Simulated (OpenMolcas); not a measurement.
**Re6+: moving or changing the point charges**

Re6+ among 4 point charges of -2.5 e arranged as a square (D4h), 2.15 Å from the ion.

* Program: OpenMolcas
* Method: CASSCF
* Basis: ANO-RCC-VDZP [7s6p4d2f1g]
* Scalar Hamiltonian: DKH2, point nucleus
* Active space: 1 electron in 5 orbitals (5d)
* State averaging: 2S+1 = 2 even, 5 roots
* Spin-orbit coupling: RASSI with atomic mean-field integrals over the reference wave functions

Runs around this geometry, states (labels of D4, the rotations of D4h). Energies in cm-1 above the lowest state or level, χT in cm3 K/mol.

| R (Å) | q (e) | Ground state | First state of that spin | First gap with spin-orbit (degeneracies) | χT at 300 K |
| --- | --- | --- | --- | --- | --- |
| 2.15 | -2 | 2A1 | 2E 3796 | 8760 (2, 2) | 0.152 |
| 2.01 | -2.5 | 2A1 | 2E 6973 | 11526 (2, 2) | 0.115 |
| 2.15 | -2.5 | 2A1 | 2E 5464 | 10239 (2, 2) | 0.132 |
| 2.26 | -2.5 | 2A1 | 2E 4594 | 9391 (2, 2) | 0.143 |

Taking the first state of the same spin as R^-n, n = -ln(4594 / 6973) / ln(2.26 / 2.01) = 3.6 between the shortest and longest distance.

Scaling the charges by -2 / -2.5 = 0.80 scales the first state of the same spin by 3796 / 5464 = 0.69; with fixed orbitals a first-order splitting would follow the charge.

Spin-orbit coupling mixes the spin-free states strongly: the lowest level takes only 56 % from its leading state, 2A1 (figures for R = 2.15, q = -2; the like holds for R = 2.01, q = -2.5, R = 2.15, q = -2.5, R = 2.26, q = -2.5). This is an electrostatic model: the charges have no orbitals. No measured value stands beside these numbers.
